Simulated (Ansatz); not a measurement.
The same groups moved round the core (butadiene methyl+boryl). Gas-phase values, no solvent. One relaxed conformer stands for each flexible species; it need not be the lowest. Strings in code marks are SMILES.

Quantity: electronic energy of isomers of C5H9B relative to `B/C=C/C=C/C`, in eV. The restricted reference of `BC(=C)C(=C)C`, `B/C(C=C)=C\C`, `B/C=C/C=C/C` and `B/C=C/C=C\C` is unstable towards unrestricted orbitals.

A: `B/C(C=C)=C\C`
B: `BC(=C)C(=C)C`
C: `B/C=C/C=C\C`

Task: Rank these by electronic energy of isomers of C5H9B relative to `B/C=C/C=C/C` (lowest first), as frozen-core MP2/cc-pVTZ // CAM-B3LYP-D3(BJ)/def2-TZVP (Ansatz, a quantum-chemistry and plane-wave program) gives it.

Result: C (0.063 eV), B (0.207 eV), A (0.253 eV)
